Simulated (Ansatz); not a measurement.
Start from `[CH3][Al]([NH2])[CH]=O` and change one atom or group to get `[CH3][Al]([NH2])[SH]`.

Ansatz, PBE0-D4/def2-TZVP geometries, multiplicity 1. Each molecule was computed in one conformer, which needn't be the lowest.

```csv
property,`[CH3][Al]([NH2])[CH]=O`
HOMO–LUMO gap (PBE0/def2-TZVPP) / eV,4.63
size of the dipole moment (PBE/def2-TZVPP) / D,3.14
LUMO energy (PBE0/def2-TZVPP) / eV,-1.62
LUMO energy (ωB97M-V/def2-TZVPP) / eV,0.44
HOMO energy (PBE/def2-TZVPP) / eV,-4.82
LUMO energy (PBE/def2-TZVPP) / eV,-2.66
```

**Question.** Give the same properties after the change, and the shifts. (Best estimate.)

**Answer.** The calculation gave: 
| property | `[CH3][Al]([NH2])[SH]` | shift |
| --- | --- | --- |
| HOMO–LUMO gap (PBE0/def2-TZVPP) / eV | 7.24 | 2.61 |
| size of the dipole moment (PBE/def2-TZVPP) / D | 2.10 | -1.04 |
| LUMO energy (PBE0/def2-TZVPP) / eV | 0.07 | 1.69 |
| LUMO energy (ωB97M-V/def2-TZVPP) / eV | 1.50 | 1.06 |
| HOMO energy (PBE/def2-TZVPP) / eV | -5.87 | -1.05 |
| LUMO energy (PBE/def2-TZVPP) / eV | -0.70 | 1.96 |

With PBE0 the HOMO falls by 0.92 eV and the LUMO rises by 1.69 eV, so the gap widens by about 2.61 eV. PBE moves the HOMO by -1.05 eV and ωB97M-V by -0.84 eV. Dipoles are sizes alone; their direction can turn.
